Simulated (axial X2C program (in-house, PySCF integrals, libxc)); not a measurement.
# Spin–orbit effects down a group: molecules with Sc (ions), PBE0

Calculated with an axial X2C code built on PySCF integrals, spin-free (one-electron X2C) or two-component (2c: spin–orbit coupling with atomic mean-field Coulomb and Gaunt terms, which also bring small scalar terms), in Dyall basis sets with cores contracted in-house; open shells are unrestricted.

Basis sets: O dyall-av3z, S dyall-av3z, Sc dyall-acv3z, Se dyall-acv3z, Te dyall-acv3z.

| molecule | spin-free state | Re (Å) | ωe (cm⁻¹) | De (eV) | 2c state | Re 2c (Å) | ωe 2c (cm⁻¹) | De 2c (eV) |
| --- | --- | --- | --- | --- | --- | --- | --- | --- |
| ScO⁻ | M_S = 0, Λ = 0 | 1.679 | 954.1 | 6.75 | Ω = 0 | 1.679 | 954.2 | 6.75 |
| ScS⁻ | M_S = 0, Λ = 0 | 2.176 | 535.9 | 4.39 | Ω = 0 | 2.175 | 535.8 | 4.39 |
| ScSe⁻ | M_S = 0, Λ = 0 | 2.308 | 397.1 | 3.86 | Ω = 0 | 2.309 | 396.6 | 3.82 |
| ScTe⁻ | M_S = 0, Λ = 0 | 2.542 | 322.0 | 3.08 | Ω = 0 | 2.544 | 319.7 | 2.93 |

Fragments in 2c: Sc + O-, Sc + S-, Se- + Sc, Te- + Sc. Each entry is the lowest single determinant of a limited PBE0 search at one distance. De goes to single-determinant-based atoms at the same level (for ions the charge split of lowest energy) and is withheld (n/a) where an atom does not fit its ground term or J level. Main or longest-lived isotopes. One determinant is a doubtful description, or other states lie close, for ScTe⁻; these need not be ground states, and all values refer to the states named. Some light 2c atoms are not at their ground J level, so De misses part of their lowering (0.04 eV or less). The functionals have no current term, which raises determinants with orbital currents.
